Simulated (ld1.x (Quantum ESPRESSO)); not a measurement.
**What one change does to a pseudopotential (S (Z = 16), ultrasoft)**

S (Z = 16), ultrasoft, made with ld1.x (Quantum ESPRESSO) 7.5 (PBE, scalar-relativistic). Core [Ne], reference 3s2 3p3.5 (charge +0.5). Waves: 3s (bound): rcut 1.30, rcutus 1.45 bohr; 3s channel at 2.2 Ry: rcut 1.30, rcutus 1.45 bohr; 3p (bound): rcut 1.50, rcutus 1.80 bohr; 3p channel at 0.15 Ry: rcut 1.50, rcutus 1.80 bohr. Local part: all-electron potential smoothed inside 1.10 bohr (lloc = -1). Core correction: none. Augmentation charge: PSQ, inside the norm-conserving radii.

Change: waves 3p (bound): rcut 1.50, rcutus 1.86 bohr; 3p channel at 0.15 Ry: rcut 1.50, rcutus 1.86 bohr.

Cutoffs: the cutoffs (Ry, on a coarse ladder) from which the occupation-weighted sum of valence levels, in a spherical-Bessel basis at the reference potential, stays within 10 and 1 mRy of its value at 400 Ry; they do not see the model core or the augmentation charge, which bear on the density cutoff. Errors are all-electron minus pseudo energies relative to the spin-unpolarised reference configuration.

Q: Predict the effect on cutoff, ghosts and configuration errors.

A: The potential gets neither clearly harder nor softer (18 Ry and 30 Ry → 18 Ry and 30 Ry); of the 7 tests that both files solve, the error grows in 4 and shrinks in 0 by more than 15 % and 0.3 meV (median size 0.5 → 2.7 meV); neither file shows a bound ghost. More of the atom is replaced by a form fitted at one configuration, so other configurations suffer.

| quantity | base | changed |
| --- | --- | --- |
| cutoff, loose | 18 Ry | 18 Ry |
| cutoff, tight | 30 Ry | 30 Ry |
| bound ghosts | none | none |
| error for 3s2 3p4, meV [ΔE -4.66 eV] | +0.2 | +0.3 |
| error for 3s2 3p3, meV [ΔE 7.11 eV] | -0.5 | -0.4 |
| error for 3s2 3p2, meV [ΔE 29.39 eV] | +0.4 | +2.7 |
| error for 3s2 3p1, meV [ΔE 63.43 eV] | +19 | +29 |
| error for 3s2 3p4.3, meV [ΔE -6.37 eV] | +0.3 | +0.4 |
| error for 3s0 3p6, meV [ΔE 16.08 eV] | +43 | +62 |
| error for 3s2 3p0, meV [ΔE 110.23 eV] | +102 | +133 |
| lowest overlap eigenvalue by channel | s 0.44, p 0.79 | s 0.44, p 0.80 |
